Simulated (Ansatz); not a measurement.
C$_{2}$H$_{3}$F$_{3}$Si (`C=C[Si](F)(F)F`) at its PBE0-D4/def2-TZVP geometry, where that method's forces vanish. The species carries charge 0 and has multiplicity 1.

```json
{"atom": "C1", "x (Å)": "-0.1796", "y (Å)": "-1.3427", "z (Å)": "-0.7372"}
{"atom": "C2", "x (Å)": "-0.5772", "y (Å)": "-0.1028", "z (Å)": "-0.4639"}
{"atom": "Si3", "x (Å)": "0.3418", "y (Å)": "0.9738", "z (Å)": "0.6876"}
{"atom": "F4", "x (Å)": "1.6071", "y (Å)": "0.2233", "z (Å)": "1.2581"}
{"atom": "F5", "x (Å)": "-0.5420", "y (Å)": "1.4239", "z (Å)": "1.9143"}
{"atom": "F6", "x (Å)": "0.8429", "y (Å)": "2.2979", "z (Å)": "-0.0083"}
{"atom": "H7", "x (Å)": "-0.7273", "y (Å)": "-1.9825", "z (Å)": "-1.4224"}
{"atom": "H8", "x (Å)": "0.7107", "y (Å)": "-1.7706", "z (Å)": "-0.2870"}
{"atom": "H9", "x (Å)": "-1.4765", "y (Å)": "0.2798", "z (Å)": "-0.9412"}
```

Q: For each bond, give half the difference of the two atoms' forces along it (eV/Å; positive pushes the atoms apart) under PBE-D4, r2SCAN-D4, B3LYP-D4, ωB97M-V in def2-TZVPP. (Estimate.)

A: Ansatz gave: 
| bond | length (Å) | PBE-D4 | r2SCAN-D4 | B3LYP-D4 | ωB97M-V |
| --- | --- | --- | --- | --- | --- |
| C1–C2 | 1.331 | 0.35 | 0.21 | 0.13 | 0.03 |
| C1–H7 | 1.086 | 0.01 | -0.07 | -0.10 | -0.06 |
| C1–H8 | 1.086 | 0.03 | -0.05 | -0.08 | -0.05 |
| C2–Si3 | 1.825 | -0.34 | -0.12 | -0.07 | -0.06 |
| C2–H9 | 1.088 | 0.04 | -0.02 | -0.09 | -0.07 |
| Si3–F4 | 1.578 | 0.45 | 0.05 | 0.15 | 0.11 |
| Si3–F5 | 1.578 | 0.45 | 0.05 | 0.14 | 0.11 |
| Si3–F6 | 1.578 | 0.45 | 0.05 | 0.14 | 0.11 |

B3LYP here is the variant with VWN-RPA as its local correlation; programs differ in this.
